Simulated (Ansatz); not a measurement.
Ansatz (an electronic-structure program) job for CH5ClO2Si, SMILES CO[SiH](O)Cl, B3LYP-D3(BJ)/def2-SVP. 

Ansatz 0.2 input:
```yaml
crystal:
  periodic: [false, false, false]
  atoms:
    - {symbol: Si, position_ang: [0.53726371, -0.19897971, -0.31116834]}
    - {symbol: O, position_ang: [1.70944707, -0.92400651, 0.52123201]}
    - {symbol: Cl, position_ang: [0.14387397, 1.65755448, 0.38396018]}
    - {symbol: O, position_ang: [-0.78392581, -1.11612482, -0.12475572]}
    - {symbol: C, position_ang: [-2.10099257, -0.86034410, -0.52334732]}
    - {symbol: H, position_ang: [1.03949428, -0.11228254, -1.66634041]}
    - {symbol: H, position_ang: [1.54158616, -1.39104250, 1.33704191]}
    - {symbol: H, position_ang: [-2.20269140, -0.99508621, -1.60197078]}
    - {symbol: H, position_ang: [-2.74822496, -1.56983871, -0.00777493]}
    - {symbol: H, position_ang: [-2.39592842, 0.15865524, -0.26364838]}
basis:
  gaussian:
    orbitals: def2-SVP
hamiltonian:
  xc: b3lyp
  dispersion: d3bj
relax: {f_tol: 0.002, max_steps: 200}
```

It prints:

```
[...]
reference -25606.83350134 eV, -941.0337742391 hartree; 29, 29 occupied and 74, 74 virtual orbitals, 1057 factors
relax step   4: F+E_penalty+E_count = -25607.21537080 eV  Δ(F+E_penalty+E_count) = +8.020e-4 eV  max|allowed force component| = 4.158e-1 eV/Å  Δτ_max = 0.1072 Å  (28 SCF iters, rejected (line search))
these checks for a lower state are left out or cut short: starts, cluster_reference, orbital_swaps, neighbouring_geometries, increment
integrals: 0.05 GiB planned
1057 factors; integrals over basis functions are off by at most 6.1e-4 eV
mean field: 0.44 GiB planned
mean field -25606.84224776 eV, -941.0340956643 hartree, gradient 6.5e-5 eV, S^2 0.000000; 0 other end points of the search recorded, 0 dependent functions left out
the calculation of the forces begins
reference -25606.84248575 eV, -941.0341044100 hartree; 29, 29 occupied and 74, 74 virtual orbitals, 1057 factors
relax step   5: F+E_penalty+E_count = -25607.22363485 eV  Δ(F+E_penalty+E_count) = -7.462e-3 eV  max|allowed force component| = 4.450e-2 eV/Å  Δτ_max = 0.0521 Å  (25 SCF iters, accepted)
these checks for a lower state are left out or cut short: starts, cluster_reference, orbital_swaps, neighbouring_geometries, increment
integrals: 0.05 GiB planned
1057 factors; integrals over basis functions are off by at most 6.1e-4 eV
mean field: 0.44 GiB planned
mean field -25606.84226270 eV, -941.0340962131 hartree, gradient 6.3e-5 eV, S^2 0.000000; 0 other end points of the search recorded, 0 dependent functions left out
the calculation of the forces begins
reference -25606.84250025 eV, -941.0341049428 hartree; 29, 29 occupied and 74, 74 virtual orbitals, 1057 factors
relax step   6: F+E_penalty+E_count = -25607.22505264 eV  Δ(F+E_penalty+E_count) = -1.418e-3 eV  max|allowed force component| = 2.625e-2 eV/Å  Δτ_max = 0.0481 Å  (25 SCF iters, accepted)
these checks for a lower state are left out or cut short: starts, cluster_reference, orbital_swaps, neighbouring_geometries, increment
integrals: 0.05 GiB planned
1057 factors; integrals over basis functions are off by at most 6.1e-4 eV
mean field: 0.44 GiB planned
mean field -25606.84235162 eV, -941.0340994809 hartree, gradient 6.4e-5 eV, S^2 0.000000; 0 other end points of the search recorded, 0 dependent functions left out
the calculation of the forces begins
reference -25606.84258916 eV, -941.0341082104 hartree; 29, 29 occupied and 74, 74 virtual orbitals, 1057 factors
relax step   7: F+E_penalty+E_count = -25607.22536167 eV  Δ(F+E_penalty+E_count) = -3.090e-4 eV  max|allowed force component| = 3.151e-2 eV/Å  Δτ_max = 0.0109 Å  (27 SCF iters, accepted)
these checks for a lower state are left out or cut short: starts, cluster_reference, orbital_swaps, neighbouring_geometries, increment
integrals: 0.05 GiB planned
1057 factors; integrals over basis functions are off by at most 6.1e-4 eV
mean field: 0.44 GiB planned
mean field -25606.84251758 eV, -941.0341055800 hartree, gradient 6.3e-5 eV, S^2 0.000000; 0 other end points of the search recorded, 0 dependent functions left out
the calculation of the forces begins
reference -25606.84275524 eV, -941.0341143137 hartree; 29, 29 occupied and 74, 74 virtual orbitals, 1057 factors
relax step   8: F+E_penalty+E_count = -25607.22569439 eV  Δ(F+E_penalty+E_count) = -3.327e-4 eV  max|allowed force component| = 3.266e-2 eV/Å  Δτ_max = 0.0244 Å  (27 SCF iters, accepted)
these checks for a lower state are left out or cut short: starts, cluster_reference, orbital_swaps, neighbouring_geometries, increment
integrals: 0.05 GiB planned
1057 factors; integrals over basis functions are off by at most 6.1e-4 eV
mean field: 0.44 GiB planned
mean field -25606.84258261 eV, -941.0341079698 hartree, gradient 6.2e-5 eV, S^2 0.000000; 0 other end points of the search recorded, 0 dependent functions left out
the calculation of the forces begins
reference -25606.84282033 eV, -941.0341167057 hartree; 29, 29 occupied and 74, 74 virtual orbitals, 1057 factors
relax step   9: F+E_penalty+E_count = -25607.22577467 eV  Δ(F+E_penalty+E_count) = -8.028e-5 eV  max|allowed force component| = 1.050e-2 eV/Å  Δτ_max = 0.0117 Å  (27 SCF iters, accepted)
these checks for a lower state are left out or cut short: starts, cluster_reference, orbital_swaps, neighbouring_geometries, increment
integrals: 0.05 GiB planned
1057 factors; integrals over basis functions are off by at most 6.1e-4 eV
mean field: 0.44 GiB planned
mean field -25606.84267584 eV, -941.0341113958 hartree, gradient 8.9e-6 eV, S^2 0.000000; 0 other end points of the search recorded, 0 dependent functions left out
the calculation of the forces begins
reference -25606.84291360 eV, -941.0341201335 hartree; 29, 29 occupied and 74, 74 virtual orbitals, 1057 factors
relax step  10: F+E_penalty+E_count = -25607.22579460 eV  Δ(F+E_penalty+E_count) = -1.993e-5 eV  max|allowed force component| = 7.325e-3 eV/Å  Δτ_max = 0.0062 Å  (22 SCF iters, accepted)
these checks for a lower state are left out or cut short: starts, cluster_reference, orbital_swaps, neighbouring_geometries, increment
integrals: 0.05 GiB planned
1057 factors; integrals over basis functions are off by at most 6.1e-4 eV
mean field: 0.44 GiB planned
mean field evaluation 64: about -25606.8308 eV, gradient 1.3e-1 eV
mean field -25606.84270973 eV, -941.0341126411 hartree, gradient 4.7e-5 eV, S^2 0.000000; 0 other end points of the search recorded, 0 dependent functions left out
the calculation of the forces begins
reference -25606.84294749 eV, -941.0341213789 hartree; 29, 29 occupied and 74, 74 virtual orbitals, 1057 factors
relax step  11: F+E_penalty+E_count = -25607.22580559 eV  Δ(F+E_penalty+E_count) = -1.099e-5 eV  max|allowed force component| = 3.127e-3 eV/Å  Δτ_max = 0.0019 Å  (19 SCF iters, accepted)
these checks for a lower state are left out or cut short: starts, cluster_reference, orbital_swaps, neighbouring_geometries, increment
integrals: 0.05 GiB planned
1057 factors; integrals over basis functions are off by at most 6.1e-4 eV
mean field: 0.44 GiB planned
mean field -25606.84273346 eV, -941.0341135133 hartree, gradient 4.5e-5 eV, S^2 0.000000; 0 other end points of the search recorded, 0 dependent functions left out
the calculation of the forces begins
reference -25606.84297123 eV, -941.0341222510 hartree; 29, 29 occupied and 74, 74 virtual orbitals, 1057 factors
relax step  12: F+E_penalty+E_count = -25607.22581004 eV  Δ(F+E_penalty+E_count) = -4.454e-6 eV  max|allowed force component| = 1.881e-3 eV/Å  Δτ_max = 0.0016 Å  (20 SCF iters, accepted)
these checks for a lower state are left out or cut short: starts, cluster_reference, orbital_swaps, neighbouring_geometries, increment
integrals: 0.05 GiB planned
1057 factors; integrals over basis functions are off by at most 6.1e-4 eV
mean field: 0.44 GiB planned
mean field -25606.84276216 eV, -941.0341145680 hartree, gradient 6.8e-5 eV, S^2 0.000000; 0 other end points of the search recorded, 0 dependent functions left out
the calculation of the forces begins
reference -25606.84299994 eV, -941.0341233062 hartree; 29, 29 occupied and 74, 74 virtual orbitals, 1057 factors
relax step  13: F+E_penalty+E_count = -25607.22581297 eV  Δ(F+E_penalty+E_count) = -2.926e-6 eV  max|allowed force component| = 2.541e-3 eV/Å  Δτ_max = 0.0025 Å  (20 SCF iters, accepted)
these checks for a lower state are left out or cut short: starts, cluster_reference, orbital_swaps, neighbouring_geometries, increment
integrals: 0.05 GiB planned
1057 factors; integrals over basis functions are off by at most 6.1e-4 eV
mean field: 0.44 GiB planned
mean field -25606.84274707 eV, -941.0341140135 hartree, gradient 6.9e-5 eV, S^2 0.000000; 0 other end points of the search recorded, 0 dependent functions left out
the calculation of the forces begins
reference -25606.84298485 eV, -941.0341227518 hartree; 29, 29 occupied and 74, 74 virtual orbitals, 1057 factors
relax step  14: F+E_penalty+E_count = -25607.22581480 eV  Δ(F+E_penalty+E_count) = -1.833e-6 eV  max|allowed force component| = 4.776e-3 eV/Å  Δτ_max = 0.0028 Å  (20 SCF iters, accepted)
these checks for a lower state are left out or cut short: starts, cluster_reference, orbital_swaps, neighbouring_geometries, increment
integrals: 0.05 GiB planned
1057 factors; integrals over basis functions are off by at most 6.1e-4 eV
mean field: 0.44 GiB planned
mean field -25606.84273801 eV, -941.0341136805 hartree, gradient 1.7e-5 eV, S^2 0.000000; 0 other end points of the search recorded, 0 dependent functions left out
the calculation of the forces begins
reference -25606.84297579 eV, -941.0341224188 hartree; 29, 29 occupied and 74, 74 virtual orbitals, 1057 factors
relax step  15: F+E_penalty+E_count = -25607.22581611 eV  Δ(F+E_penalty+E_count) = -1.306e-6 eV  max|allowed force component| = 3.345e-3 eV/Å  Δτ_max = 0.0005 Å  (19 SCF iters, accepted)
these checks for a lower state are left out or cut short: starts, cluster_reference, orbital_swaps, neighbouring_geometries, increment
integrals: 0.05 GiB planned
1057 factors; integrals over basis functions are off by at most 6.1e-4 eV
mean field: 0.44 GiB planned
mean field -25606.84273779 eV, -941.0341136724 hartree, gradient 1.6e-5 eV, S^2 0.000000; 0 other end points of the search recorded, 0 dependent functions left out
the calculation of the forces begins
reference -25606.84297557 eV, -941.0341224106 hartree; 29, 29 occupied and 74, 74 virtual orbitals, 1057 factors
relax step  16: F+E_penalty+E_count = -25607.22581618 eV  Δ(F+E_penalty+E_count) = -7.141e-8 eV  max|allowed force component| = 4.451e-3 eV/Å  Δτ_max = 0.0007 Å  (19 SCF iters, accepted)
these checks for a lower state are left out or cut short: starts, cluster_reference, orbital_swaps, neighbouring_geometries, increment
integrals: 0.05 GiB planned
1057 factors; integrals over basis functions are off by at most 6.1e-4 eV
mean field: 0.44 GiB planned
mean field -25606.84271355 eV, -941.0341127816 hartree, gradient 2.6e-5 eV, S^2 0.000000; 0 other end points of the search recorded, 0 dependent functions left out
the calculation of the forces begins
reference -25606.84295133 eV, -941.0341215200 hartree; 29, 29 occupied and 74, 74 virtual orbitals, 1057 factors
relax step  17: F+E_penalty+E_count = -25607.22581732 eV  Δ(F+E_penalty+E_count) = -1.135e-6 eV  max|allowed force component| = 9.001e-4 eV/Å  Δτ_max = 0.0014 Å  (20 SCF iters, accepted)
integrals: 0.05 GiB planned
1057 factors; integrals over basis functions are off by at most 6.1e-4 eV
mean field: 0.44 GiB planned
mean field evaluation 96: about -25606.6374 eV, gradient 9.5e0 eV
mean field -25606.84271355 eV, -941.0341127816 hartree, gradient 2.6e-5 eV, S^2 0.000000; 1 other end points of the search recorded, 0 dependent functions left out
the calculation of the forces begins
reference -25606.84295133 eV, -941.0341215200 hartree; 29, 29 occupied and 74, 74 virtual orbitals, 1057 factors
Total energy: -25607.22605510 eV, -941.0482003236 hartree
Atom 0 at     0.568647    -0.278685    -0.336387 Å, force     0.000619     0.000648     0.000037 eV/Å
Atom 1 at     1.776042    -0.973974     0.534977 Å, force    -0.000163    -0.000062    -0.000312 eV/Å
Atom 2 at     0.113054     1.627645     0.373289 Å, force    -0.000238    -0.000111     0.000136 eV/Å
Atom 3 at    -0.790928    -1.195312    -0.185777 Å, force    -0.000900    -0.000487    -0.000036 eV/Å
Atom 4 at    -2.118210    -0.853892    -0.526427 Å, force     0.000339     0.000563    -0.000047 eV/Å
Atom 5 at     1.058701    -0.150156    -1.720255 Å, force     0.000031    -0.000224    -0.000207 eV/Å
Atom 6 at     1.585310    -1.212013     1.450726 Å, force     0.000151     0.000017     0.000302 eV/Å
Atom 7 at    -2.263530    -0.847717    -1.621626 Å, force     0.000086    -0.000065     0.000300 eV/Å
Atom 8 at    -2.794572    -1.606370    -0.093650 Å, force     0.000058     0.000010    -0.000041 eV/Å
Atom 9 at    -2.394613     0.138978    -0.131642 Å, force     0.000017    -0.000287    -0.000132 eV/Å
Dipole moment:    -0.289595    -0.158922     0.061509 e Å
```

Self-consistency was reached.
